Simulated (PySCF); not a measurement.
Telling isomers of C8H12FN apart by NMR

Computed data (PySCF 2.14): GFN2-xTB structure, shieldings: GIAO PBE0/pcSseg-1. Rapidly exchanging positions averaged, relativity neglected, a single conformation, no solvent model.

Chemical shifts δ = σref − σ; ¹H (31.72 ppm) and ¹³C (186.93 ppm) against TMS, all at this level. Splittings of carbon signals by F and P are missing where no couplings were computed. Where no couplings were computed, multiplicities follow the n + 1 count of equivalent neighbours, and m marks all less simple cases (inequivalent or close neighbours, rings, F or P nearby). Shifts are as computed. Against solution values, carbons near 30 ppm lie about +3 ppm off and those near 130 ppm about +5 ppm. Of 1211 compounds with measured shifts, 218 miss one by over three times the rms of a fit or turn the order of signals round; such compounds aren't used in these exercises. OH and NH positions are gas-phase values without hydrogen bonding to other molecules.

(1) Tabulate the signals of `[H]/N=C\[C@@]12CC[C@@H](C[C@H]1F)C2`, `C=C[C@H]1C(F)=C(C)CN1C` and their relative energies.

(2) What is the quickest way to tell [H]/N=C\[C@@]12CC[C@@H](C[C@H]1F)C2 from C=C[C@H]1C(F)=C(C)CN1C?

Answers

(1) 
```json
{"SMILES": "[H]/N=C\\[C@@]12CC[C@@H](C[C@H]1F)C2", "carbon types": "1×C 3×CH 4×CH2", "δC": "179.9, 96.9, 60.2, 42.5, 42.0, 39.7, 32.6, 27.3", "δH": "11.22 (br s, 1H), 8.22 (m, 1H), 5.11 (m, 1H), 2.17 (m, 1H), 2.10 (m, 1H), 2.10 (m, 1H), 1.85 (m, 1H), 1.56 (m, 1H), 1.54 (m, 1H), 1.47 (m, 1H), 1.36 (m, 1H), 1.24 (m, 1H)", "E rel. (kcal/mol)": "0.0"}
{"SMILES": "C=C[C@H]1C(F)=C(C)CN1C", "carbon types": "2×C 2×CH 2×CH2 2×CH3", "δC": "163.9, 150.5, 123.5, 116.7, 77.7, 65.5, 41.8, 11.5", "δH": "6.03 (m, 1H), 5.45 (m, 1H), 5.40 (m, 1H), 3.84 (m, 1H), 3.66 (m, 1H), 3.17 (m, 1H), 2.41 (s, 3H), 1.78 (s, 3H)", "E rel. (kcal/mol)": "27.0"}
```

Energies are electronic energies at PBE0/pcSseg-1 on these geometries, without zero-point or thermal terms, each for the one conformer computed, which needn't be the lowest.

(2) Both give the same number of carbon signals, but DEPT or the intensities differ. The first has a quaternary sp3 carbon in a ring (C) at 60.2 ppm, the second a fully substituted alkene carbon (C) at 163.9 ppm. Their most deshielded carbons lie at 179.9 and 163.9 ppm. In the proton spectra the most deshielded non-exchanging signals are 8.22 (m, 1H) and 6.03 (m, 1H).
